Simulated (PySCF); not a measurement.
**Ionisation energy of Ho⁶⁴⁺ by level of theory**

Ho⁶⁴⁺ [He] 2s1 (2S) → Ho⁶⁵⁺ 1s2 (1S), as a difference of total energies. Calculation: PySCF 2.14, in an even-tempered Gaussian basis (21 s from 42 bohr⁻², ratio 2; 9 p from 63 bohr⁻², ratio 2.2; 6 d from 190 bohr⁻², ratio 2.2; 5 f from 280 bohr⁻², ratio 2.2; 5 g from 430 bohr⁻², ratio 2.2; 4 h from 640 bohr⁻², ratio 2.2); the spin-free X2C one-electron Hamiltonian (Gaussian nucleus). Correlated levels: nothing frozen; virtual orbitals above 40 to 60 times the deepest correlated orbital energy dropped. The calculations carry no spin-orbit coupling.

```
                 method  ionisation energy (eV)
                    UHF                 15764.5
                    LDA                 15753.5
                    PBE                 15771.2
                   PBE0                 15769.6
                 r2SCAN                 15760.8
    MP2 (all electrons)                 15764.7
SCS-MP2 (all electrons)                 15764.7
```

For this ion Breit and QED terms and the two-electron picture change, all absent here, outweigh the differences among the correlated methods.

For comparison: 15745.77 ± 0.11 eV (theoretical estimate listed by NIST; NIST Atomic Spectra Database, ionization energies).
